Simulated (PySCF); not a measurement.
SeF4, SMILES F[Se](F)(F)F.

Coordinates come from a PBE0-D3(BJ)/def2-SVP optimisation. A frequency run showed that this geometry is not a minimum. The isomer is the one that the SMILES or the coordinates give; other isomers of the formula were not compared.

Calculation: PBE0-D3(BJ)/def2-SVP (PySCF 2.14.0).

Frequencies are harmonic and unscaled.

Modes within 1.5 cm⁻¹ of each other (mostly degenerate sets) share a row, with their intensities summed.

Question: Give all harmonic wavenumbers and intensities. (An estimate is asked for; the answer gives what the named calculation found.)

Answer: 
| mode | ν (cm⁻¹) | IR (km/mol) | moving atoms (share of kinetic energy) |
|---|---|---|---|
| 1 | 119i | 0.0 | F 100 % |
| 2 | 370 | 34.6 | F 65 %, Se 35 % |
| 3–4 | 377 | 37.5 | F 86 %, Se 14 % |
| 5 | 431 | 0.0 | F 100 % |
| 6 | 590 | 0.0 | F 100 % |
| 7–8 | 701 | 345.5 | F 72 %, Se 28 % |
| 9 | 709 | 40.5 | F 86 %, Se 14 % |
